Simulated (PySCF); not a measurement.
Ground-state electric properties of a mixed set of molecules.

All values: CAM-B3LYP/def2-SVPD (PySCF) at PBE0-D3(BJ)/def2-SVP geometries, gas phase, one conformer each. Core orbitals are frozen in the response; Δα² is half the sum of the squared differences of the principal polarisabilities.

**Question.** Rank by HOMO–LUMO gap, lowest first.
A. `F[SiH2]/C=C/[SiH3]`
B. `C[P@](=O)(O)c1ccccc1`
C. `C=CCc1ccc(B(F)F)s1`
D. `FC(F)(F)OC([SiH3])[SiH3]`

**Answer.** C (7.84 eV), B (8.89 eV), A (9.48 eV), D (10.57 eV).

**Question.** Rank by polarisability anisotropy Δα, highest first.
A. `[CH2:1]=[CH:2][CH2:3][c:4]1[cH:5][cH:6][c:7]([B:8]([F:9])[F:10])[s:11]1` with C1–C2–C3–C4 -121°, C2–C3–C4–C5 105°
B. `[F:1][SiH2:2]/[CH:3]=[CH:4]/[SiH3:5]` with F1–Si2–C3–C4 0°
C. `[F:1][C:2]([F:3])([F:4])[O:5][CH:6]([SiH3:7])[SiH3:8]` with C2–O5–C6–Si7 117°
D. `[CH3:1][P@:2](=[O:3])([OH:4])[c:5]1[cH:6][cH:7][cH:8][cH:9][cH:10]1` with C1–P2–O4–H 169°, C1–P2–C5–C6 -113°

**Answer.** A (9.58 Å³), D (7.33 Å³), B (6.09 Å³), C (2.45 Å³).

**Question.** Rank by mean static polarisability, lowest first.
A. `FC(F)(F)OC([SiH3])[SiH3]`
B. `c1ccc([P@](C)(O)=O)cc1`
C. `F[SiH2]/C=C/[SiH3]`
D. `C=CCc1ccc(B(F)F)s1`

**Answer.** C (11.93 Å³), A (12.82 Å³), B (16.06 Å³), D (17.02 Å³).

All values together:

```json
{"SMILES": "C[P@](=O)(O)c1ccccc1", "formula": "C7H9O2P", "μ (D)": "3.75", "HOMO (eV)": "-8.93", "LUMO (eV)": "-0.04", "α (Å³)": "16.06", "Δα (Å³)": "7.33", "electrons": "82", "α per electron (Å³)": "0.196", "ΔSCF removal energy (eV)": "–"}
{"SMILES": "F[SiH2]/C=C/[SiH3]", "formula": "C2H7FSi2", "μ (D)": "1.44", "HOMO (eV)": "-9.49", "LUMO (eV)": "-0.01", "α (Å³)": "11.93", "Δα (Å³)": "6.09", "electrons": "56", "α per electron (Å³)": "0.213", "ΔSCF removal energy (eV)": "10.24"}
{"SMILES": "FC(F)(F)OC([SiH3])[SiH3]", "formula": "C2H7F3OSi2", "μ (D)": "2.10", "HOMO (eV)": "-9.76", "LUMO (eV)": "0.81", "α (Å³)": "12.82", "Δα (Å³)": "2.45", "electrons": "82", "α per electron (Å³)": "0.156", "ΔSCF removal energy (eV)": "10.41"}
{"SMILES": "C=CCc1ccc(B(F)F)s1", "formula": "C7H7BF2S", "μ (D)": "3.20", "HOMO (eV)": "-8.41", "LUMO (eV)": "-0.57", "α (Å³)": "17.02", "Δα (Å³)": "9.58", "electrons": "88", "α per electron (Å³)": "0.193", "ΔSCF removal energy (eV)": "–"}
```

Conformers: `[CH3:1][P@:2](=[O:3])([OH:4])[c:5]1[cH:6][cH:7][cH:8][cH:9][cH:10]1` with C1–P2–O4–H 169°, C1–P2–C5–C6 -113°; `[F:1][SiH2:2]/[CH:3]=[CH:4]/[SiH3:5]` with F1–Si2–C3–C4 0°; `[F:1][C:2]([F:3])([F:4])[O:5][CH:6]([SiH3:7])[SiH3:8]` with C2–O5–C6–Si7 117°; `[CH2:1]=[CH:2][CH2:3][c:4]1[cH:5][cH:6][c:7]([B:8]([F:9])[F:10])[s:11]1` with C1–C2–C3–C4 -121°, C2–C3–C4–C5 105°.

A dash marks a removal energy that wasn't run or isn't settled.
